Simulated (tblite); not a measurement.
Species: C7H17OP.
Atom-mapped SMILES: `[CH3:1][CH2:2][P@H:3](=[O:4])[C:5]([CH3:6])([CH3:7])[CH2:8][CH3:9]` (hydrogens: H10, H11, H12 on C1; H13, H14 on C2; H15 on P3; H16, H17, H18 on C6; H19, H20, H21 on C7; H22, H23 on C8; H24, H25, H26 on C9)

Computed geometry: GFN2-xTB, gas phase.

**Question.** What internal coordinates does the optimisation give?

**Answer.** 
| bond | length (bohr) |
| --- | --- |
| C1–C2 | 2.877 |
| C2–P3 | 3.472 |
| P3=O4 | 2.768 |
| P3–C5 | 3.512 |
| C5–C6 | 2.885 |
| C5–C7 | 2.887 |
| C5–C8 | 2.891 |
| C8–C9 | 2.879 |
| C1–H10, C1–H11, C1–H12 | 2.057 |
| C2–H13 | 2.058 |
| C2–H14 | 2.067 |
| P3–H15 | 2.641 |
| C6–H16, C6–H17, C6–H18 | 2.058 |
| C7–H19, C7–H20, C7–H21 | 2.058 |
| C8–H22 | 2.066 |
| C8–H23 | 2.068 |
| C9–H24, C9–H25, C9–H26 | 2.055 |

Bonds in one row agree within 0.02 bohr and their mean is given. A selection of angles:
| angle | degrees |
| --- | --- |
| C2–C1–H10 | 109.6 |
| C2–C1–H11 | 111.2 |
| H10–C1–H11 | 108.8 |
| H10–C1–H12 | 108.1 |
| C1–C2–P3 | 107.6 |
| C1–C2–H13 | 111.2 |
| C1–C2–H14 | 110.3 |
| P3–C2–H13 | 111.6 |
| P3–C2–H14 | 107.1 |
| H13–C2–H14 | 108.9 |
| C2–P3–O4 | 113.0 |
| C2–P3–C5 | 110.0 |
| C2–P3–H15 | 103.3 |
| O4–P3–C5 | 113.2 |
| O4–P3–H15 | 112.2 |
| C5–P3–H15 | 104.4 |
| P3–C5–C6 | 104.7 |
| P3–C5–C7 | 105.6 |
| P3–C5–C8 | 114.4 |
| C6–C5–C7 | 109.8 |
| C6–C5–C8 | 112.4 |
| C7–C5–C8 | 109.6 |
| C5–C6–H16 | 109.4 |
| C5–C6–H17 | 111.0 |
| H16–C6–H17 | 108.7 |
| H16–C6–H18 | 107.9 |
| C5–C7–H19 | 110.8 |
| C5–C7–H21 | 109.8 |
| H19–C7–H20 | 108.3 |
| H20–C7–H21 | 108.6 |
| C5–C8–C9 | 115.2 |
| C5–C8–H22 | 108.7 |
| C5–C8–H23 | 107.7 |
| C9–C8–H22 | 108.8 |
| C9–C8–H23 | 108.9 |
| H22–C8–H23 | 107.2 |
| C8–C9–H24 | 109.7 |
| C8–C9–H25 | 111.0 |
| H24–C9–H25 | 108.1 |
| H25–C9–H26 | 108.7 |

Torsions: C1–C2–P3–O4 -56° (synclinal); C2–P3–C5–C6 -168° (antiperiplanar); P3–C5–C8–C9 -57° (synclinal).

The 2 C–P bonds span 1.837 Å (C2–P3, drawn single) to 1.859 Å (P3–C5, drawn single), a spread of 0.022 Å. Of the pairs four or more bonds apart, H18···H26 is among the closest relative to their van der Waals radii: 2.27 Å, 94 % of the sum of Bondi's values. P3 (phosphoryl phosphorus) is distorted tetrahedral (angles from 103.3° to 113.2°).

Point group: C1 (no symmetry element, even within 0.4 Å). Its GFN2-xTB frequencies are all real (lowest 57 cm⁻¹). One conformer, not necessarily the lowest.
